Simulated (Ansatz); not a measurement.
A nudged elastic band was laid between two geometries of ClFGeH2 + ClH (7 atoms, charge 0, multiplicity 1).

Method: RKS PBE-D4/def2-SVP (Ansatz 0.2.0).

```yaml
movable_images: 9
climbing_image: yes
spring: 5.0 eV/Å²
optimiser: quadratic models (default)
start_path: through a guess of the saddle point
force_threshold: 0.03 eV/Å
iteration_limit: 60
end_points: relaxed
```

Initial state:

```xyz
7
Properties=species:S:1:pos:R:3
Ge -0.162 0.156 -0.178
F -0.267 -0.107 1.579
H 1.297 -0.133 -0.581
H -0.717 1.580 -0.393
Cl -1.496 -1.273 -1.084
Cl 1.642 -2.516 1.663
H 0.797 -1.557 1.962
```

Final state:

```xyz
7
Properties=species:S:1:pos:R:3
Ge -0.143 -0.503 -0.257
F 1.114 0.329 2.177
H 1.246 0.011 -0.671
H -1.129 0.454 0.434
Cl -1.114 -1.289 -2.030
Cl 0.149 -2.246 1.070
H 0.971 -0.606 2.245
```

Task: What changes between the two ends?

Result: Bonds broken: Ge1–F2, Cl6–H7. Bonds formed: Ge1–Cl6, F2–H7. ClFGeH2 + ClH becomes Cl2GeH2 + FH.

Task: What energy profile does the band end with?

Result: It converged. The highest image is number 5 of 0 to 10, 0.79 eV above the first end and 0.88 eV above the last; the last end lies 0.10 eV below the first. A vibrational analysis at the climbing image gives one clearly imaginary mode, 335i cm⁻¹: a first-order saddle point. The orbitals stay closed-shell, which can raise the energy where a bond breaks towards radicals; this wasn't checked here.

| image | path coordinate (Å) | energy (eV) | Ge1–F2 (Å) | Cl6–H7 (Å) | Ge1–Cl6 (Å) |
| --- | --- | --- | --- | --- | --- |
| 0 | 0.00 | 0.00 | 1.78 | 1.31 | 3.71 |
| 1 | 0.38 | 0.00 | 1.78 | 1.31 | 3.68 |
| 2 | 0.76 | 0.05 | 1.79 | 1.32 | 3.47 |
| 3 | 1.15 | 0.24 | 1.81 | 1.33 | 3.17 |
| 4 | 1.53 | 0.56 | 1.87 | 1.38 | 2.86 |
| 5 | 1.91 | 0.79 | 2.02 | 1.55 | 2.60 |
| 6 | 2.33 | 0.56 | 2.27 | 1.78 | 2.38 |
| 7 | 2.76 | 0.24 | 2.55 | 1.93 | 2.27 |
| 8 | 3.18 | 0.01 | 2.81 | 2.05 | 2.22 |
| 9 | 3.61 | -0.08 | 2.90 | 2.15 | 2.21 |
| 10 | 4.03 | -0.10 | 2.86 | 2.18 | 2.21 |

Task: What is the geometry of the highest image?

Result: 
```xyz
7
Properties=species:S:1:pos:R:3
Ge 0.037 -0.195 -0.091
F 0.202 0.088 1.904
H 1.467 0.019 -0.619
H -0.877 1.052 -0.037
Cl -1.161 -1.502 -1.355
Cl 0.853 -2.307 1.185
H 0.573 -1.005 1.981
```

Task: What are the harmonic wavenumbers there?

Result: 335i, 61, 152, 286, 402, 470, 512, 654, 803, 814, 829, 1121, 1399, 2092, 2141 cm⁻¹.

The band took 11 iterations and roughly 5 core-minutes.

Time of the run: 2.8 min on 2 threads of Arm Neoverse V1, with other jobs on the host, peak memory 0.14 GiB.
